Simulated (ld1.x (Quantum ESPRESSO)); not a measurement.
u(r) = r·R(r): atom against pseudo-atom (Tc)

Columns: radius, all-electron u(r) and pseudo u(r) of the 5s shell (level -5.27 eV) of technetium in the configuration [Kr] 4d5 5s2 5p0; LDA (PZ), scalar-relativistic, TM scheme, ld1.x (Quantum ESPRESSO) 7.5.

| r (bohr) | all-electron | pseudo |
| --- | --- | --- |
| 0.160 | -0.0320 | 0.0169 |
| 0.320 | 0.1814 | 0.0348 |
| 0.480 | 0.0035 | 0.0547 |
| 0.640 | -0.2071 | 0.0779 |
| 0.800 | -0.2895 | 0.1056 |
| 0.960 | -0.2502 | 0.1391 |
| 1.120 | -0.1384 | 0.1794 |
| 1.280 | 0.0024 | 0.2273 |
| 1.440 | 0.1439 | 0.2825 |
| 1.600 | 0.2712 | 0.3434 |
| 1.760 | 0.3779 | 0.4070 |
| 1.920 | 0.4625 | 0.4687 |
| 2.080 | 0.5260 | 0.5235 |
| 2.240 | 0.5709 | 0.5674 |
| 2.400 | 0.5998 | 0.5978 |
| 2.560 | 0.6152 | 0.6146 |
| 2.720 | 0.6198 | 0.6197 |
| 2.880 | 0.6155 | 0.6155 |
| 3.040 | 0.6045 | 0.6045 |
| 3.200 | 0.5881 | 0.5881 |
| 3.360 | 0.5677 | 0.5677 |
| 3.520 | 0.5445 | 0.5445 |
| 3.680 | 0.5193 | 0.5193 |
| 3.840 | 0.4928 | 0.4928 |
| 4.000 | 0.4658 | 0.4658 |
| 4.160 | 0.4386 | 0.4386 |

How many radial nodes do the two functions have?

The all-electron 5s function has n − l − 1 = 4 (the table is too coarse to show those close to the nucleus); the pseudo-wave has 0, since the states of the same l below it are removed with the core.

At about which radius was the pseudo-wave matched?

3.00 bohr. The columns agree to 0.0005 from 2.72 bohr on; several derivatives are matched, so the curves merge somewhat inside the radius.

Where does each function peak?

Outermost all-electron maximum near 2.72 bohr, pseudo maximum near 2.72 bohr (to the table’s step).

Is the pseudo-wave norm-conserving?

Yes: the TM scheme keeps the norm inside the radius equal to the all-electron one, which fixes the energy derivative of the logarithmic derivative at the level.
